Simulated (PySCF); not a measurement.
Co+ (cobalt, charge +1) across methods

[Ar] 3d7 4s1, high-spin 5F determinant (an excited configuration). Computed with PySCF 2.14 in def2-TZVPPD (6s6p4d2f1g, 67 functions), with no relativity, point nucleus.

```tsv
method	E (hartree)	mean ε 3d α (eV)	mean ε 3d β (eV)	mean ε 4s α (eV)	Σ⟨r²⟩ (bohr²)	⟨S²⟩
UHF	-1381.15124	-28.077	-24.360	-15.600	24.61	6.003
MN15	-1382.541	-22.131	-18.954	-14.360	24.81	6.003
M06-2X	-1382.375	-23.897	-20.548	-14.300	24.66	6.007
LDA	-1379.816	-18.767	-15.964	-13.527	24.52	6.001
PBE0	-1382.195	-21.024	-18.230	-13.968	24.48	6.001
wB97M-V	-1382.339	-23.493	-20.906	-15.877	24.64	6.002
revPBE	-1382.311	-18.413	-15.882	-13.198	24.63	6.001
PBE	-1382.161	-18.474	-15.928	-13.276	24.61	6.000
```

Estimate the same row for r2SCAN.

E (hartree) = -1382.399; mean ε 3d α (eV) = -18.846; mean ε 3d β (eV) = -16.181; mean ε 4s α (eV) = -13.586; Σ⟨r²⟩ (bohr²) = 24.40; ⟨S²⟩ = 6.001.
